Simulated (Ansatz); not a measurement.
`O[Si]1(F)CO1` + H₂O → `O[Si]1(O)CO1` + H–F at 500 K and 1 bar (formal hydrolysis of the Si–F bond).

Isolated molecules relaxed with PBE0-D4/def2-TZVP in Ansatz; ΔE leaves out vibrations. CCSD(T)/CBS adds triple-zeta CCSD(T) − MP2 to the extrapolated MP2 energy (def2 sets, frozen cores). This one scheme is used for every species. One conformer a species, not always the lowest.

```tsv
species	CCSD(T)/CBS energy (Eh)	H − E (kJ/mol)	S (J/(mol·K))
`O[Si]1(F)CO1`	-579.18241	166.0	365.4
H₂O	-76.37941	73.2	206.3
`O[Si]1(O)CO1`	-555.15355	199.6	381.6
H–F	-100.39570	39.4	188.7
```

H − E and S are ideal-gas, rigid-rotor, harmonic terms from PBE0-D4/def2-TZVP, for one conformer and one mirror image of each species. 1 Eh = 2625.50 kJ/mol, R = 8.31446 J/(mol·K).

Question: By hand: ΔE, ΔH, ΔS and ΔG.

Answer: ΔE = (-555.15355) + (-100.39570) − (-579.18241) − (-76.37941) = 0.01257 Eh = 33.0 kJ/mol. Δ(H − E) = 199.6 + 39.4 − 166.0 − 73.2 = -0.2, so ΔH = 32.8 kJ/mol. ΔS = 381.6 + 188.7 − 365.4 − 206.3 = -1.4 J/(mol·K). ΔG = 32.8 − 500 × (-1.4)/1000 = 33.5 kJ/mol.

Question: By hand: the equilibrium constant, and the temperature at which ΔG would vanish if ΔH and ΔS stayed fixed.

Answer: log₁₀ K = −ΔG/(RT ln 10) = -3.5. ΔH and −TΔS have one sign here, so there is no such temperature.

The number of gas molecules stays the same, so ΔS is small and ΔH decides. A doubt of 5 kJ/mol in ΔE shifts log₁₀ K by 0.5 here. Other conformers and mirror images would add mixing entropy, several J/(mol·K) or more a flexible species. These are equilibria of isolated gas molecules and say nothing of rates. Largest T1 diagnostic: 0.013 (customary marks: 0.02 for closed shells, 0.045 for open ones).

ΔS is within the doubt of such terms, so its sign, and with it that verdict, could turn.
